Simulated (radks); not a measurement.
Problem. Excited configurations of Eu29+: one electron is placed in a higher orbital outside [Ar] 3d10 4s2 4p3. The ground configuration is [Ar] 3d10 4s2 4p4. All-electron calculation, Dirac Kohn-Sham, BLYP, spin-unpolarised, spherical densities, point nucleus; open shells are shared between the two j in proportion to 2j + 1. Program: a radial shooting solver on a logarithmic mesh with Libxc functionals. Excitation = E - E(ground); binding = E(ion) - E, where the ion is the core of charge +30; n* = 30/sqrt(2 binding) in atomic units. These energies are relativistic, and a one-electron ion of charge +30 with no core already has n* below n in this formula (Dirac formula, point nucleus, mean over j: 4d 3.995, 4f 3.998, 5p 4.987, 5f 4.997, 6s 5.979, 6d 5.993, 7s 6.978, 7p 6.986). The quantum defect is therefore taken as that value minus n*, so that it holds no relativistic shift of the bare ion. Eigenvalue and <r> are those of j = l + 1/2.

outer orbital  excitation (eV)  binding (eV)     n*  quantum defect  eigenvalue (eV)  <r> (bohr)
4d                      134.71        1004.5  3.491           0.503          -979.37      0.5291
4f                      272.26        866.99  3.758           0.239          -843.02      0.5046
5f                      600.07        539.17  4.766           0.231          -526.60      0.9361
6s                      681.73        457.52  5.173           0.805          -450.24       1.347
6d                      738.55        400.70  5.528           0.465          -393.00       1.442
7s                      818.57        320.68  6.179           0.799          -315.54       1.920
7p                      832.65        306.60  6.320           0.667          -299.89       1.996

Estimate the row for 5p.

Solution. excitation (eV) 479.12; binding (eV) 660.13; n* 4.307; quantum defect 0.681; eigenvalue (eV) -641.96; <r> (bohr) 0.9151. The Delta-SCF ionisation energy is 1139.2 eV (NIST Atomic Spectra Database: 1124 eV, theoretical). Self-interaction in the functional shifts the binding energies and quantum defects, so they are the method's values and not measured ones. Spin polarisation and multiplet splitting are left out, so open shells lie too high by an amount that depends on their filling. Sharing an open shell by 2j + 1 raises it above the true ground level by a part of the spin-orbit splitting, which enters the differences from NIST.

Beside tabulated values, note that spin-unpolarised runs miss the spin-polarisation part of the exchange energy of open shells.
